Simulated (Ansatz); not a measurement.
One change: `COB(N)Br` becomes `COB(C)N`.

Ansatz, PBE0-D4/def2-TZVP geometries, multiplicity 1. Each molecule was computed in one conformer, which needn't be the lowest.

Scalar relativity is left out up to krypton. Spin–orbit coupling is left out; it splits and shifts lone-pair levels of the heavy atoms by tenths of an eV.

| property | `COB(N)Br` |
| --- | --- |
| HOMO energy (B3LYP/def2-TZVPP) / eV | -7.51 |
| HOMO energy (PBE0/def2-TZVPP) / eV | -7.76 |
| size of the dipole moment (B3LYP/def2-TZVPP) / D | 1.45 |
| HOMO–LUMO gap (PBE/def2-TZVPP) / eV | 6.44 |
| LUMO energy (PBE/def2-TZVPP) / eV | 0.09 |
| LUMO energy (B3LYP/def2-TZVPP) / eV | 0.55 |

Q: What does the change do to each property? (Estimate.)

A: Computed: 
```
                                        property  `COB(C)N`  shift
             HOMO energy (B3LYP/def2-TZVPP) / eV      -7.05   0.46
              HOMO energy (PBE0/def2-TZVPP) / eV      -7.29   0.47
size of the dipole moment (B3LYP/def2-TZVPP) / D       0.55  -0.90
             HOMO–LUMO gap (PBE/def2-TZVPP) / eV       6.03  -0.41
               LUMO energy (PBE/def2-TZVPP) / eV       0.18   0.09
             LUMO energy (B3LYP/def2-TZVPP) / eV       0.61   0.06
```

With PBE0 the HOMO rises by 0.47 eV and the LUMO rises by 0.05 eV, so the gap narrows by about 0.42 eV. PBE moves the HOMO by 0.51 eV and ωB97M-V by 0.40 eV. Dipoles are sizes alone; their direction can turn.

B3LYP here is the variant with VWN-RPA as its local correlation; programs differ in this.
